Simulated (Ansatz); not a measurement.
Total energies of (HCd-mu-Cl)2 (Cd₂H₂Cl₂) from Ansatz at PBE0-D4/def2-TZVP, gas phase (1 Eh = 27.2114 eV = 2625.5 kJ/mol). The reference geometry is relaxed at PBE-D4/def2-SVP.

| state | geometry | energy (Eh) |
| --- | --- | --- |
| charge 0 singlet | reference | -1256.94573 |
| charge 1 doublet | reference | -1256.57463 |
| free Cd atom (singlet) | – | -167.77479 |
| free H atom (doublet) | – | -0.50104 |
| free Cl atom (doublet) | – | -459.99739 |

In the def2 sets Cd takes a core potential; there is no spin–orbit coupling.

(1) Work out the vertical ionisation energy to the doublet.

(2) What is the binding energy per atom against free atoms?

(1) E(charge 1 doublet) − E(charge 0 singlet) = -1256.57463 − (-1256.94573) = 0.37110 Eh = 10.10 eV. For comparison, −ε of the highest occupied level is 8.34 eV at this level, 1.76 eV less.

(2) Atoms: 2 × (-167.77479) + 2 × (-0.50104) + 2 × (-459.99739) = -1256.54644 Eh. Binding: -1256.54644 − (-1256.94573) = 0.39929 Eh = 10.87 eV, or 1.81 eV for each of 6 atoms (no zero-point energy, no counterpoise term).
